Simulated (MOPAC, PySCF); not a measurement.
CH6OSi2, SMILES `[SiH2]([SiH]=C)O` (C–Si–Si–O torsion -11°, Si–Si–O–H torsion -47°), neutral singlet in the gas phase. 

Z-matrix (Å, degrees):
```
Si
C 1 1.7113
H 2 1.0829 1 123.45
H 2 1.0833 3 115.02 1 -178.93
H 1 1.4806 2 119.65 3 0.63
Si 1 2.3368 5 120.29 2 -176.20
O 6 1.6545 1 108.99 5 164.75
H 7 0.9609 6 117.73 1 -47.39
H 6 1.4779 7 105.96 8 -168.67
H 6 1.4863 9 108.25 7 120.77
```
Charge 0, spin multiplicity 1.

All levels are single points at this geometry (B3LYP-D3(BJ)/def2-TZVP); Pople sets use spherical d functions. Orbital energies aren't observables, and empty levels follow the basis.

HF/6-31G* in PySCF gives HOMO (eV) = -8.44.

Task: Estimate the HOMO (eV) from each of these levels: PBE-D3(BJ)/def2-TZVP in PySCF; TPSSh-D3(BJ)/def2-TZVP in PySCF; B3LYP/6-311+G** in PySCF; B3LYP/6-31G* in PySCF; B3LYP/LANL2DZ in PySCF; M06-2X/6-31G* in PySCF; HF/STO-3G in PySCF; PM3 in MOPAC.

Result: 
```csv
level,HOMO (eV)
PBE-D3(BJ)/def2-TZVP in PySCF,-5.70
TPSSh-D3(BJ)/def2-TZVP in PySCF,-6.09
B3LYP/6-311+G** in PySCF,-6.48
B3LYP/6-31G* in PySCF,-6.23
B3LYP/LANL2DZ in PySCF,-6.57
M06-2X/6-31G* in PySCF,-7.48
HF/STO-3G in PySCF,-5.58
PM3 in MOPAC,-8.47
```
